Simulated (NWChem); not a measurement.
System: C₂H₆BFO; SMILES C(B(F)O)C

The following NWChem deck was run.

```
start job
memory heap 200 mb stack 900 mb global 1100 mb
geometry units angstroms
  B     -0.007621     0.627169     0.000000
  F     -0.704525     1.763197     0.000000
  C     -0.780982    -0.745522     0.000000
  C      0.080288    -2.002655     0.000000
  H     -1.460113    -0.734786    -0.871808
  H     -1.460113    -0.734786     0.871808
  H      0.730357    -2.053252     0.889901
  H      0.730357    -2.053252    -0.889901
  H     -0.523807    -2.922693     0.000000
  O      1.336117     0.763363     0.000000
  H      1.793070    -0.083040     0.000000
end
basis spherical
  * library sto-3g
end
dft
  xc hfexch
  iterations 150
end
driver
  maxiter 120
end
task dft optimize
task dft freq
```

NWChem printed, in part:

```
             Northwest Computational Chemistry Package (NWChem) 7.3.0
             --------------------------------------------------------

 CS  symmetry detected

                             Geometry "geometry" -> ""
                             -------------------------

 Output coordinates in angstroms (scale by  1.889725989 to convert to a.u.)

  No.       Tag          Charge          X              Y              Z
 ---- ---------------- ---------- -------------- -------------- --------------
    1 B                    5.0000     0.00596474     0.62614859     0.00000000
    2 F                    9.0000    -0.66999922     1.77475972     0.00000000
    3 C                    6.0000    -0.79242723    -0.73213639     0.00000000
    4 C                    6.0000     0.04565531    -2.00484494     0.00000000
    5 H                    1.0000    -1.47124735    -0.70895398    -0.87180800
    6 H                    1.0000    -1.47124735    -0.70895398     0.87180800
    7 H                    1.0000     0.69468767    -2.06734895     0.88990100
    8 H                    1.0000     0.69468767    -2.06734895    -0.88990100
    9 H                    1.0000    -0.57520214    -2.91365554     0.00000000
   10 O                    8.0000     1.35197337     0.73768951     0.00000000
   11 H                    1.0000     1.79333536    -0.11694707     0.00000000

 Effective nuclear repulsion energy (a.u.)     168.6629805067

      Symmetry information
      --------------------

 Group name             Cs
 Group number              2
 Group order               2
 No. of unique centers     9

                                Z-matrix (autoz)
                                --------

 Units are Angstrom for bonds and degrees for angles

      Type          Name      I     J     K     L     M      Value
      ----------- --------  ----- ----- ----- ----- ----- ----------
    1 Stretch                  1     2                       1.33275
    2 Stretch                  1     3                       1.57555
    3 Stretch                  1    10                       1.35062
    4 Stretch                  3     4                       1.52387
    5 Stretch                  3     5                       1.10516
    6 Stretch                  3     6                       1.10516
    7 Stretch                  4     7                       1.10321
    8 Stretch                  4     8                       1.10321
    9 Stretch                  4     9                       1.10064
   10 Stretch                 10    11                       0.96188
   11 Bend                     1     3     4               116.18821
   12 Bend                     1     3     5               107.04771
   13 Bend                     1     3     6               107.04771
   14 Bend                     1    10    11               112.57614
   15 Bend                     2     1     3               119.07619
   16 Bend                     2     1    10               115.73989
   17 Bend                     3     1    10               125.18392
   18 Bend                     3     4     7               111.76949
   19 Bend                     3     4     8               111.76949
   20 Bend                     3     4     9               112.29589
   21 Bend                     4     3     5               110.81343
   22 Bend                     4     3     6               110.81343
   23 Bend                     5     3     6               104.15649
   24 Bend                     7     4     8               107.53915
   25 Bend                     7     4     9               106.56356
   26 Bend                     8     4     9               106.56356
   27 Torsion                  1     3     4     7          60.29537
   28 Torsion                  1     3     4     8         -60.29537
   29 Torsion                  1     3     4     9         180.00000
   30 Torsion                  2     1     3     4         180.00000
   31 Torsion                  2     1     3     5          55.59915
   32 Torsion                  2     1     3     6         -55.59915
   33 Torsion                  2     1    10    11         180.00000
   34 Torsion                  3     1    10    11           0.00000
   35 Torsion                  4     3     1    10           0.00000
   36 Torsion                  5     3     1    10        -124.40085
   37 Torsion                  5     3     4     7        -177.26137
   38 Torsion                  5     3     4     8          62.14788
   39 Torsion                  5     3     4     9         -57.55675
   40 Torsion                  6     3     1    10         124.40085
   41 Torsion                  6     3     4     7         -62.14788
   42 Torsion                  6     3     4     8         177.26137
   43 Torsion                  6     3     4     9          57.55675

  xc_inp: hfexch multiplicative factor not found.

                           NWChem Geometry Optimization
                           ----------------------------

 maximum gradient threshold         (gmax) =   0.000450
 rms gradient threshold             (grms) =   0.000300
 maximum cartesian step threshold   (xmax) =   0.001800
 rms cartesian step threshold       (xrms) =   0.001200
 fixed trust radius                (trust) =   0.300000
 source of zmatrix                         =   autoz

          -------------------
          Energy Minimization
          -------------------

 Using diagonal initial Hessian
 Scaling for Hessian diagonals: bonds = 1.00  angles = 0.25  torsions = 0.10

          --------
          Step   0

[...]

      ----------------------
      Optimization converged
      ----------------------

  Step       Energy      Delta E   Gmax     Grms     Xrms     Xmax
  ---- ---------------- -------- -------- -------- -------- --------
@    5    -274.68525553 -4.2D-07  0.00004  0.00001  0.00043  0.00090
                                     ok       ok       ok       ok

                                Z-matrix (autoz)
                                --------

 Units are Angstrom for bonds and degrees for angles

[...]

 Rotational Constants
 --------------------
 A=   0.295241 cm-1  (  0.424776 K)
 B=   0.113436 cm-1  (  0.163205 K)
 C=   0.084474 cm-1  (  0.121537 K)

 Temperature                      =   298.15K
 frequency scaling parameter      =   1.0000

 Zero-Point correction to Energy  =   65.311 kcal/mol  (  0.104080 au)
 Thermal correction to Energy     =   68.853 kcal/mol  (  0.109725 au)
 Thermal correction to Enthalpy   =   69.446 kcal/mol  (  0.110669 au)

 Total Entropy                    =   76.176 cal/mol-K
   - Translational                =   38.884 cal/mol-K (mol. weight =  76.0496)
   - Rotational                   =   25.836 cal/mol-K (symmetry #  =        1)
   - Vibrational                  =   11.455 cal/mol-K

 Cv (constant volume heat capacity) =   18.213 cal/mol-K
   - Translational                  =    2.979 cal/mol-K
   - Rotational                     =    2.979 cal/mol-K
   - Vibrational                    =   12.254 cal/mol-K

[normal modes left out]

 ----------------------------------------------------------------------------
 Normal Eigenvalue ||           Projected Infra Red Intensities
  Mode   [cm**-1]  || [atomic units] [(debye/angs)**2] [(KM/mol)] [arbitrary]
 ------ ---------- || -------------- ----------------- ---------- -----------
    1       -0.000 ||    0.000001           0.000         0.001       0.000
    2       -0.000 ||    0.000395           0.009         0.386       0.167
    3        0.000 ||    0.000622           0.014         0.607       0.263
    4        0.000 ||    0.000323           0.007         0.315       0.136
    5        0.000 ||    0.000398           0.009         0.388       0.168
    6        0.000 ||    0.000000           0.000         0.000       0.000
    7       41.292 ||    0.001692           0.039         1.649       0.714
    8      248.040 ||    0.001427           0.033         1.391       0.603
    9      248.853 ||    0.001877           0.043         1.830       0.793
   10      457.929 ||    0.004273           0.099         4.165       1.804
   11      542.589 ||    0.005174           0.119         5.044       2.184
   12      543.982 ||    0.033921           0.783        33.067      14.322
   13      637.155 ||    0.046290           1.068        45.126      19.544
   14      847.054 ||    0.002584           0.060         2.519       1.091
   15      910.779 ||    0.043152           0.996        42.066      18.219
   16     1163.228 ||    0.004812           0.111         4.691       2.032
   17     1225.110 ||    0.017938           0.414        17.487       7.574
   18     1249.589 ||    0.094947           2.191        92.559      40.087
   19     1274.403 ||    0.033514           0.773        32.671      14.150
   20     1475.818 ||    0.205399           4.739       200.233      86.721
   21     1525.425 ||    0.001771           0.041         1.727       0.748
   22     1630.044 ||    0.090915           2.097        88.628      38.385
   23     1730.522 ||    0.076762           1.771        74.832      32.410
   24     1757.534 ||    0.080700           1.862        78.671      34.072
   25     1819.090 ||    0.005732           0.132         5.588       2.420
   26     1853.213 ||    0.003398           0.078         3.313       1.435
   27     1854.115 ||    0.002531           0.058         2.467       1.069
   28     3560.153 ||    0.003500           0.081         3.412       1.478
   29     3590.886 ||    0.002149           0.050         2.095       0.907
   30     3694.707 ||    0.000417           0.010         0.407       0.176
   31     3737.503 ||    0.004574           0.106         4.459       1.931
   32     3743.667 ||    0.002178           0.050         2.123       0.920
   33     4345.088 ||    0.008236           0.190         8.029       3.477
 ----------------------------------------------------------------------------
```

Level: Hartree-Fock/STO-3G.
